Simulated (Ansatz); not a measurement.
Consider the ligand exchange at a Zn–Br bond: `[ZnH][Br]` + `O[SiH2]F` → `F[SiH2][O][ZnH]` + HBr.

Computed with Ansatz on PBE0-D4/def2-TZVP structures; ΔE is electronic, products minus reactants. CCSD(T)/CBS adds triple-zeta CCSD(T) − MP2 to the extrapolated MP2 energy (def2 sets, frozen cores). DFT in def2-TZVPP. For Br, Zn outer-core shells are correlated without core-valence functions, which leaves a few kJ/mol of doubt a bond. Scalar relativity is left out up to krypton. Each species was taken in one conformer, which may not be the lowest.

CCSD(T)/CBS gives +76.5 kJ/mol.

Problem. Another level gave +70.0 kJ/mol. Which?
A. MP2/def2-TZVPP
B. RPA@PBE/def2-TZVPP
C. PBE/def2-TZVPP
D. BHLYP/def2-TZVPP

Solution. A. MP2/def2-TZVPP 70.0, BHLYP 84.1, PBE 78.6, RPA@PBE/def2-TZVPP 60.6 kJ/mol.

Largest T1 diagnostic among the species: 0.015.

From PBE to PBE0 (25 % exact exchange), in def2-TZVPP and without D4, ΔE moves by +6.5 kJ/mol. The D4 term adds −3.2 kJ/mol with B3LYP and −1.8 kJ/mol with PBE0; it sums over pairs of atoms, weighted by their polarisabilities, and B3LYP, whose exchange is more repulsive, gets the larger term. Leaving LDA and LC-ωPBE aside and taking each functional with its dispersion term where it has one, the values, not all of them listed here, spread over 15.9 kJ/mol, from BLYP-D4 to HSE06-D4. LDA lies −4.3 kJ/mol from PBE without D4.

B3LYP here is the variant with VWN-RPA as its local correlation; programs differ in this.
